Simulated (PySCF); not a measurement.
B3LYP has the VWN-RPA correlation part, as in Gaussian. 

```xyz
8

Ti    -0.1220    -0.2191     0.2813
Cl     0.4678    -2.3401     0.6709
O     -1.7584    -0.1759    -0.4408
H     -2.0126    -0.0034    -1.3659
O      1.0453     0.5221    -0.8547
H      1.7424     1.1773    -0.6672
O     -0.1182     0.6911     1.8212
H     -0.8704     1.0233     2.3445
```

Charge 0, multiplicity 1.

### Question
Give the Mulliken and meta-Löwdin atomic charges from B3LYP-D3(BJ)/def2-TZVP // BP86-D3(BJ)/def2-SVP in PySCF.

### Answer

```csv
atom,Mulliken (e),meta-Löwdin (e)
Ti1,1.41,1.42
Cl2,-0.39,-0.43
O3,-0.68,-0.69
H4,0.34,0.36
O5,-0.68,-0.69
H6,0.34,0.36
O7,-0.68,-0.69
H8,0.34,0.36
```
